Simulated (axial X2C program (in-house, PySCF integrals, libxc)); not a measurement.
# Ga₂⁺: from the spin-free to the two-component result

Calculated with an axial X2C code built on PySCF integrals. Spin-free means the one-electron spin-free X2C Hamiltonian; two-component (2c) means X2C with spin–orbit coupling and atomic mean-field two-electron Coulomb and Gaunt terms, so the difference of the two also holds small scalar two-electron terms. Basis: Ga dyall-cv3z [9s9p7d4f1g] (cores contracted in-house); Gaussian nuclei, density fitting, unrestricted open shells. Masses: Ga 68.926 u.

Spin-free state: M_S = 1/2, Λ = 0 (beyond evenly filled blocks: σα); fragments Ga+ + Ga.

| level | Re (Å) | ωe (cm⁻¹) | De (eV) |
| --- | --- | --- | --- |
| PBE0 | 3.267 | 90.9 | 1.562 |
| HF | 3.329 | 93.6 | 1.186 |
| MP2 | 3.261 | 96.8 | 1.308 |
| CCSD | 3.256 | 98.6 | 1.313 |
| CCSD(T) | 3.244 | 99.6 | 1.341 |
| BHandHLYP | 3.281 | 91.9 | 1.441 |

Correlated methods: 5 electrons correlated (number of frozen shells: Ga 3 s, 2 p, 1 d), 323 virtual spin orbitals or spinors in MP2, 89 natural virtuals in coupled cluster.

Two-component determinant lowest at the distance of the search:

Ω = 1/2 (⟨Sz⟩ = 0.50, ⟨Lz⟩ = 0.00 at HF); fragments Ga+ + Ga.

```csv
level,Re (Å),ωe (cm⁻¹),De (eV)
PBE0,3.269,90.8,n/a
HF,3.330,93.6,n/a
MP2,3.263,96.7,1.256
CCSD,3.257,98.5,1.260
CCSD(T),3.246,99.6,1.288
BHandHLYP,3.283,91.8,n/a
```

Question: From the two tables, how do the constants change at the CCSD(T) level (2c against spin-free)?

Answer: At the CCSD(T) level Re increases by 0.002 Å and ωe is unchanged to within 0.2 cm⁻¹; De changes by -0.053 eV.

One determinant describes the state; a PBE0 search over occupations chose it and may have missed a lower one. Dissociation energies refer to the lowest single-determinant-based atoms at the same level and basis. De is not given where an atomic determinant may have missed its ground term or J level, or where the truncated virtual space spoils (T). Density functionals use the spin component along the axis (collinear). CCSD and (T) use frozen natural virtuals with an MP2 correction for the truncation; (T) itself is uncorrected, so its De runs slightly low. Without a current term, density functionals place determinants with orbital angular momentum somewhat too high. With the outer-core shells frozen, correlated bond lengths of heavy atoms tend to come out a few hundredths of an ångström too long.
